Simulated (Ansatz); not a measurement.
The same path of ClH3Sn + FH (7 atoms, charge 0, multiplicity 1) was run twice with different band settings. Lost on the way: Sn1–Cl2, F6–H7. Made: Sn1–F6, Cl2–H7.

These are results of RKS BHLYP/def2-SVP in Ansatz 0.2.0, not measurements.

Relaxed end points:

```xyz
7
Properties=species:S:1:pos:R:3
Sn 0.205 0.000 -0.118
Cl 0.143 0.000 2.277
H 1.871 0.000 -0.461
H -0.554 1.432 -0.607
H -0.554 -1.432 -0.607
F -2.647 0.000 1.198
H -2.037 0.000 1.891
```

```xyz
7
Properties=species:S:1:pos:R:3
Sn -0.301 0.000 -0.602
Cl -0.401 0.000 3.563
H 1.176 0.000 0.227
H -0.624 1.426 -1.463
H -0.624 -1.426 -1.463
F -1.658 0.000 0.810
H -1.143 0.000 2.502
```

Common settings: spring 5.0 eV/Å²; optimiser quadratic models (default); start path through a guess of the saddle point; force threshold 0.03 eV/Å; end points relaxed.

| run | movable images | climbing image | iteration limit |
| --- | --- | --- | --- |
| 1 | 9 | yes | 49 |
| 2 | 6 | no | 60 |

Problem. What does each run give, and how far can it be trusted?

Solution. Run 1: converged after 11 iterations, highest image 1.031 eV above the first end. A vibrational analysis at the climbing image gives 2 clearly imaginary modes (586i, 138i cm⁻¹): a point of higher order. A lower path may pass nearby, or the ends, which weren't checked, may share the extra mode.
Run 2: converged after 9 iterations, highest image 0.925 eV above the first end. No image climbed, so the highest image needn't sit at the top of the path.
The orbitals stay closed-shell, which can raise the energy where a bond breaks towards radicals; this wasn't checked here.
